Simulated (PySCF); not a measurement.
Electron correlation in P²⁺ (phosphorus, charge +2)

[Ne] 3s1 3p1 3d1, one real determinant (an excited configuration). Calculation: PySCF 2.14, in aug-cc-pCVTZ-DK with one added diffuse shell each of s, p, d, f type (9s8p6d4f, 91 functions); the spin-free X2C one-electron Hamiltonian (Gaussian nucleus). Frozen: 1s2; 11 electrons correlated.

```json
{"level": "CCSD", "correlation energy (mhartree)": "-335.44"}
{"level": "(T)", "correlation energy (mhartree)": "-22.73"}
{"level": "CCSD(T)", "correlation energy (mhartree)": "-358.17"}
```

Diagnostics: T1 = 0.013, D1 = 0.0570, largest double amplitude 0.613.

The real determinant used has ⟨L²⟩ near 8 against 12 for a pure F term, so it mixes terms. The outer electron is Rydberg-like, and this basis confines it to a smaller radius and binds it less than a complete one would. A double-excitation amplitude exceeds 0.15, a sign of near-degeneracy.

Cost of the coupled-cluster step: about 90 core-seconds, for 11 correlated electrons.

The reference is one real determinant that mixes LS terms of this configuration.
